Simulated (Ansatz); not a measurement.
System: sum formula NbO2F, net charge 0, singlet state. 
Structure (B3LYP-D3(BJ)/def2-TZVP (Ansatz, a first-principles code) minimum search):
```xyz
4

Nb     0.0470    -0.0671    -0.1842
O     -1.3757    -0.9681     0.1561
O     -0.4337     1.5478    -0.5197
F      1.3944    -0.2099     1.1623
```
Charge 0, spin multiplicity 1.

Total electronic energies in hartree. Correlated levels leave the core frozen unless marked. Spin-orbit coupling is left out. The frozen core is the preceding noble-gas configuration, with the filled d and f shells of earlier blocks. Past Kr the def2 sets carry scalar-relativistic core potentials. STO-3G rows are all-electron and non-relativistic. CBS marks a two-point X^-3 extrapolation of the correlation energy; Hartree-Fock from the larger set. [CCSD(T)-MP2]/basis is that difference in the basis named. The program attaches cautions to a run behind MP2/STO-3G: large difference.

The T1 diagnostic of CCSD in the largest basis is 0.030, which is high, so the coupled-cluster rows are less sure than usual.

```csv
level,program,energy (Eh)
RI-HF/def2-TZVPPD,Ansatz,-305.74976
PBE0/def2-QZVPP,Ansatz,-307.27792
BHLYP-D4/def2-TZVPD,Ansatz + dftd4,-307.28900
CAM-B3LYP/def2-TZVPD,Ansatz,-307.41127
B2GP-PLYP-D4/def2-TZVPD,Ansatz + dftd4,-307.14834
B2PLYP/def2-TZVPD,Ansatz,-307.23618
MP2/STO-3G,Ansatz,-3962.19934
MP2/def2-SVPD,Ansatz,-306.23538
RI-MP2/def2-TZVPPD,Ansatz,-306.71561
RI-MP2/def2-QZVPP,Ansatz,-306.79118
"RI-MP2/CBS(def2-TZVPP,def2-QZVPP)",Ansatz,-306.8409
SCS-MP2/def2-SVPD,Ansatz,-306.18929
CCSD/def2-SVPD,Ansatz,-306.18315
CCSD(T)/def2-SVPD,Ansatz,-306.22450
"RI-MP2/CBS(def2-TZVPPD,def2-QZVPPD)+[CCSD(T)-MP2]/def2-TZVPPD",Ansatz,-306.8338
```

Totals of different functionals don't rank their quality; only differences between species are comparable.
